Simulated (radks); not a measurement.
The numbers below are computed, except where a source is named.
Q: The mean radii <r> (bohr) of the occupied orbitals of an atom or ion are listed with their occupations. Code: a radial shooting solver on a logarithmic mesh with Libxc functionals. Model: scalar-relativistic Kohn-Sham, LB94 model potential, spin-polarised, spherical densities, finite nucleus; Fermi nuclear charge, rms radius of each element as measured or else 0.836 A^(1/3) + 0.57 fm.

| orbital | occ. | <r> |
|---|---|---|
| 1s down | 1 | 0.01963 |
| 1s up | 1 | 0.01963 |
| 2s up | 1 | 0.08298 |
| 2s down | 1 | 0.08297 |
| 2p up | 3 | 0.07375 |
| 2p down | 3 | 0.07374 |
| 3s up | 1 | 0.2118 |
| 3s down | 1 | 0.2119 |
| 3p up | 3 | 0.2100 |
| 3p down | 3 | 0.2100 |
| 3d up | 5 | 0.1885 |
| 3d down | 4 | 0.1885 |

Name the element and its charge. Open shells, if any, are filled with parallel spins first.

A: Z = 70, ytterbium, charge +43: Yb43+ in [Ar] 3d9. The 1s radius gives Z: for a bare nucleus <r> = (2 gamma + 1)/(2Z) with gamma = sqrt(1 - (Z/c)^2), 0.01942 bohr for Z = 70, and screening makes it slightly larger (0.01963 here). The occupations add up to 27, and the charge is Z minus that.
